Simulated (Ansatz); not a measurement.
Species: C3H7Si, net charge -1, singlet state. It need not be the lowest isomer of its formula. Whether it binds its extra electron was not tested at this geometry. 
Structure (B3LYP-D3(BJ)/def2-TZVP (Ansatz, an electronic-structure program) minimum search):
```xyz
11

C     -2.1598     0.7328    -0.1341
C     -1.2894    -0.1532     0.3783
C     -0.1442    -0.7426    -0.4412
Si     1.4467     0.1211     0.0260
H     -2.8813     1.0365     0.6554
H     -1.2681    -0.5169     1.4248
H     -0.0292    -1.8273    -0.3004
H     -0.3456    -0.5546    -1.5010
H      2.6859    -0.4675    -0.5979
H      1.4438     1.5561    -0.3584
H      1.7004     0.0573     1.4953
```
Charge -1, spin multiplicity 1.

Basis-set convergence of Hartree-Fock and MP2 correlation energies (hartree) with Ansatz. Cores are frozen in the correlated levels unless marked. Spin-orbit coupling is left out. No relativistic terms. This anion needs diffuse functions, which these sets lack.

```tsv
basis	functions	E(HF)	E(corr, MP2)
cc-pV(D+d)Z	100	-406.50412	-0.52403
cc-pV(T+d)Z	227	-406.55510	-0.64394
cc-pV(Q+d)Z	439	?	?
```

Task: What belongs in the gaps?

Result: 
- cc-pV(Q+d)Z, E(HF): -406.56941
- cc-pV(Q+d)Z, E(corr, MP2): -0.68657
